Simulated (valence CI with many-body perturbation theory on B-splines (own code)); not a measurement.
# Pr19+: M1 decay

Computed by configuration interaction combined with many-body perturbation theory (CI+MBPT): four valence electrons over a frozen Dirac-Fock core [Kr], radial functions for each j: 9 s, 9 p, 10 d, 8 f, 5 g, 3 h, 1 i, with the one-electron correlation potential Σ1 (screened to all orders), the two-electron term Σ2, the three-electron term Σ3, Breit, model QED; selected single and double excitations, second order for the rest (own B-spline code, finite nucleus).

No measured levels were compared; by estimate terms of the open shell hold to 2 to 4 % of their energy, and close levels can change places. Only levels of the ground parity were solved; by the run's estimate the other parity begins above the list, which can be wrong where configurations are misplaced.

Lines 1 to 50 of 120 in falling wavelength, among levels below 271770 cm⁻¹, chosen from the decays that carry over 1 % of a level's rate. Wavelengths and rates use the calculated energies, so an error of 2000 cm⁻¹ moves a line at 779.4 nm by 16 % and its rate by three times that or more. Weak lines are less certain than strong ones. Lines between different terms over intervals too small for the method are left out, as are lines whose strength nearly cancels. Intervals below about 2000 cm⁻¹, as at the head of this list, are uncertain by tens of per cent. Branching is blank where the lifetime is uncertain.

Levels are named by their leading jj configuration (3d3/2^4 stands for four electrons in 3d with j = 3/2), which in mixed levels can hold well under half, so a name can repeat and another be missing. Letters in brackets count levels of one name in rising energy.

```csv
λ vac (nm),Upper,Lower,Type,A (s⁻¹),Branch %
4887,(4d3/2^3 4d5/2) J=4,(4d3/2^3 4d5/2) J=3,M1,1.32e-01,100.0
1615,(4d3/2^2 4d5/2^2) J=6,(4d3/2^2 4d5/2^2) J=5,M1,2.52e+00,99.2
1139,(4d3/2^3 4d5/2) J=3,(4d3/2^2 4d5/2^2) J=2 [a],M1,2.42e+01,100.0
779.4,(4d3/2^2 4d5/2^2) J=2 [c],(4d3/2^2 4d5/2^2) J=1,M1,2.18e+01,9.5
740.6,(4d3/2^2 4d5/2^2) J=2 [e],(4d3/2 4d5/2^3) J=1 [a],M1,1.83e+01,1.3
738.0,(4d3/2^2 4d5/2^2) J=4 [b],(4d3/2^2 4d5/2^2) J=5,M1,2.23e+00,1.1
716.0,(4d3/2^2 4d5/2^2) J=2 [a],(4d3/2^3 4d5/2) J=1,M1,1.17e+02,100.0
702.3,(4d3/2^2 4d5/2^2) J=5,(4d3/2^2 4d5/2^2) J=4 [a],M1,4.03e+01,14.5
516.0,(4d3/2^2 4d5/2^2) J=4 [b],(4d3/2^2 4d5/2^2) J=3 [a],M1,9.59e+01,47.9
508.2,(4d3/2^2 4d5/2^2) J=4 [c],(4d3/2 4d5/2^3) J=3 [a],M1,1.06e+01,1.1
508.0,(4d3/2^2 4d5/2^2) J=2 [c],(4d3/2^2 4d5/2^2) J=2 [b],M1,4.75e+01,20.6
505.9,(4d3/2 4d5/2^3) J=3 [a],(4d3/2^2 4d5/2^2) J=4 [b],M1,2.87e+01,1.3
500.7,(4d3/2^3 4d5/2) J=1,(4d3/2^4) J=0,M1,2.83e+02,100.0
498.4,(4d3/2 4d5/2^3) J=3 [c],(4d3/2^2 4d5/2^2) J=2 [f],M1,7.34e+01,
494.0,(4d3/2^2 4d5/2^2) J=1,(4d3/2^2 4d5/2^2) J=0 [a],M1,1.29e+02,8.5
477.0,(4d3/2^2 4d5/2^2) J=2 [d],(4d3/2^2 4d5/2^2) J=2 [c],M1,2.75e+01,1.3
466.5,(4d3/2 4d5/2^3) J=1 [b],(4d3/2^2 4d5/2^2) J=2 [f],M1,8.26e+01,3.3
462.4,(4d3/2^2 4d5/2^2) J=4 [a],(4d3/2^3 4d5/2) J=4,M1,3.14e+02,79.2
458.2,(4d3/2^2 4d5/2^2) J=2 [c],(4d3/2^2 4d5/2^2) J=3 [a],M1,3.07e+00,1.3
426.7,(4d3/2^2 4d5/2^2) J=2 [e],(4d3/2 4d5/2^3) J=3 [a],M1,1.86e+01,1.4
422.8,(4d3/2^2 4d5/2^2) J=3 [b],(4d3/2^2 4d5/2^2) J=3 [a],M1,8.88e+00,1.4
422.5,(4d3/2^2 4d5/2^2) J=4 [a],(4d3/2^3 4d5/2) J=3,M1,8.27e+01,20.8
411.6,(4d3/2 4d5/2^3) J=4 [a],(4d3/2^2 4d5/2^2) J=5,M1,7.36e+01,4.3
370.5,(4d3/2 4d5/2^3) J=5,(4d3/2^2 4d5/2^2) J=4 [b],M1,2.97e+02,32.6
368.9,(4d3/2 4d5/2^3) J=3 [b],(4d3/2^2 4d5/2^2) J=2 [d],M1,2.24e+01,1.3
366.9,(4d3/2 4d5/2^3) J=1 [a],(4d3/2^2 4d5/2^2) J=2 [c],M1,1.58e+02,5.2
359.8,(4d3/2^2 4d5/2^2) J=4 [b],(4d3/2^2 4d5/2^2) J=4 [a],M1,6.57e+01,32.8
348.4,(4d3/2^2 4d5/2^2) J=4 [c],(4d3/2 4d5/2^3) J=4 [a],M1,1.14e+02,12.2
333.0,(4d3/2^2 4d5/2^2) J=3 [a],(4d3/2^3 4d5/2) J=4,M1,2.08e+01,2.9
331.9,(4d3/2 4d5/2^3) J=4 [a],(4d3/2^2 4d5/2^2) J=3 [a],M1,7.68e+01,4.5
325.3,(4d3/2 4d5/2^3) J=3 [b],(4d3/2 4d5/2^3) J=3 [a],M1,1.21e+02,7.3
316.8,(4d3/2^2 4d5/2^2) J=2 [f],(4d3/2^2 4d5/2^2) J=2 [d],M1,2.79e+02,16.8
314.1,(4d3/2 4d5/2^3) J=3 [c],(4d3/2^2 4d5/2^2) J=2 [e],M1,5.39e+01,
311.7,(4d3/2^2 4d5/2^2) J=3 [a],(4d3/2^3 4d5/2) J=3,M1,3.91e+02,54.8
301.1,(4d3/2 4d5/2^3) J=1 [b],(4d3/2^2 4d5/2^2) J=2 [e],M1,3.62e+02,14.5
295.9,(4d3/2^2 4d5/2^2) J=2 [d],(4d3/2^2 4d5/2^2) J=1,M1,8.50e+01,3.9
292.1,(4d5/2^4) J=4,(4d3/2^2 4d5/2^2) J=4 [c],M1,6.41e+01,1.6
291.1,(4d3/2 4d5/2^3) J=5,(4d3/2^2 4d5/2^2) J=6,M1,1.88e+02,20.7
284.3,(4d3/2^2 4d5/2^2) J=4 [c],(4d3/2^2 4d5/2^2) J=3 [b],M1,8.87e+01,9.5
280.9,(4d3/2 4d5/2^3) J=3 [c],(4d3/2^2 4d5/2^2) J=4 [c],M1,3.70e+02,
278.8,(4d3/2^2 4d5/2^2) J=5,(4d3/2^3 4d5/2) J=4,M1,2.37e+02,85.5
270.2,(4d3/2 4d5/2^3) J=3 [a],(4d3/2^2 4d5/2^2) J=2 [b],M1,7.37e+02,33.6
260.2,(4d3/2 4d5/2^3) J=6,(4d3/2^2 4d5/2^2) J=6,M1,4.10e+02,44.1
259.5,(4d3/2 4d5/2^3) J=4 [a],(4d3/2^2 4d5/2^2) J=4 [a],M1,1.10e+03,64.7
256.9,(4d3/2^2 4d5/2^2) J=2 [e],(4d3/2^2 4d5/2^2) J=3 [b],M1,3.81e+02,27.8
255.4,(4d3/2 4d5/2^3) J=3 [a],(4d3/2^2 4d5/2^2) J=3 [a],M1,7.03e+02,32.0
249.5,(4d3/2 4d5/2^3) J=1 [a],(4d3/2^2 4d5/2^2) J=1,M1,5.44e+02,18.0
246.7,(4d3/2 4d5/2^3) J=5,(4d3/2^2 4d5/2^2) J=5,M1,2.96e+02,32.6
246.0,(4d3/2^2 4d5/2^2) J=2 [d],(4d3/2^2 4d5/2^2) J=2 [b],M1,1.95e+02,9.0
245.4,(4d3/2^2 4d5/2^2) J=2 [e],(4d3/2^2 4d5/2^2) J=2 [c],M1,3.11e+02,22.6
```
